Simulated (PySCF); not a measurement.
**How methods differ on the ionisation energy of La⁴⁸⁺**

La⁴⁸⁺ [He] 2s2 2p5 (2P) → La⁴⁹⁺ [He] 2s2 2p4 (3P), as a difference of total energies. Computed with PySCF 2.14 in an even-tempered Gaussian basis (19 s from 24 bohr⁻², ratio 2.2; 12 p from 31 bohr⁻², ratio 2.2; 5 d from 130 bohr⁻², ratio 2.4; 5 f from 190 bohr⁻², ratio 2.4; 4 g from 280 bohr⁻², ratio 2.4), with scalar relativity by spin-free X2C-1e. Correlated levels: nothing frozen; virtual orbitals above 40 to 60 times the deepest correlated orbital energy dropped. The calculations carry no spin-orbit coupling.

```tsv
method	ionisation energy (eV)
UHF	9053.7
LDA	9050.0
PBE	9053.2
PBE0	9053.8
r2SCAN	9057.4
revPBE	9052.8
BLYP	9054.3
MP2 (all electrons)	9055.5
SCS-MP2 (all electrons)	9055.5
```

Spin-orbit coupling is strong in these open shells (close to jj coupling). The scalar numbers leave it out and a first-order estimate fails, so it can dominate the gap to the real levels.

For this ion Breit and QED terms and the two-electron picture change, all absent here, outweigh the differences among the correlated methods.

For comparison: 8914 ± 4 eV (theoretical estimate listed by NIST; NIST Atomic Spectra Database, ionization energies).
